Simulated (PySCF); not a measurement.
Ir(OH)3 (H₃IrO₃), SMILES [OH][Ir]([OH])[OH] (connectivity only; charge and spin as stated), neutral, multiplicity 3.

Geometry optimised at r2SCAN-D4/def2-SVP. The spin state was assumed, not searched. The def2 effective core potentials stand for the cores of Ir; spin–orbit coupling is left out. One conformer was computed; it need not be the lowest.

These are PBE/def2-TZVPD (PySCF) values and carry that method's errors.

The molecule is in vacuum.

The total energy is -331.74409 hartree, the α spin, highest occupied and lowest empty level is -5.52 and -3.52 eV and the β spin, highest occupied and lowest empty level comes out as -5.65 and -4.56 eV. The dipole moment comes out as 0.225 e·Å. The quadrupole, principal values (traceless, Buckingham form, about the centre of nuclear charge) is -7.52, -2.35, 9.87 D·Å. The mean static polarisability is 61.1 bohr³ (9.05 Å³). The polarisability, principal values is 47.7, 56.9, 78.6 bohr³ and the ⟨S²⟩ is 2.006 (pure state 2.00).
